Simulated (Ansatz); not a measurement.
Fe3, relaxed as a multiplicity 9 with UKS PBE-D4/def2-TZVP in Ansatz, starting from the GFN1-xTB geometry. Force threshold 0.02 eV/Å.

The charge 0 multiplicity 9 is spin-contaminated (final ⟨S²⟩ up to 20.21, 20.00 for a pure state). The order of the spin states hangs on the level: the quintet lies 0.50 eV below the multiplicity 9 at PBE0-D4/def2-TZVP, but 0.66 eV above it at PBE-D4/def2-TZVP. The structure comes from a short search, and lower isomers may exist.

Start:

```xyz
3

Fe    0.718    1.054    0.227
Fe    0.082   -0.606   -1.142
Fe   -0.800   -0.448    0.915
```

Q: Estimate the energy that the relaxation releases and the steps that it takes.

A: 4.0 kJ/mol, in 3 steps; 11 s on 2 threads of Arm Neoverse V2 on a shared host. No frequencies were taken in this run, so the end may be a saddle point.

Q: Does the start keep its bonding and symmetry?

A: By distances, no bond broke or formed. The bond that changes most is Fe1–Fe2, from 2.24 to 2.19 Å (atoms count from 1). Point group D3h at the start, D3h at the end, both within 0.05 Å.

Q: Predict the relaxed structure.

A: 
```xyz
3

Fe    0.700    1.028    0.221
Fe    0.080   -0.591   -1.114
Fe   -0.780   -0.437    0.892
```
Bond lengths (bridged metal pairs left out): 3 × Fe–Fe 2.19 Å.
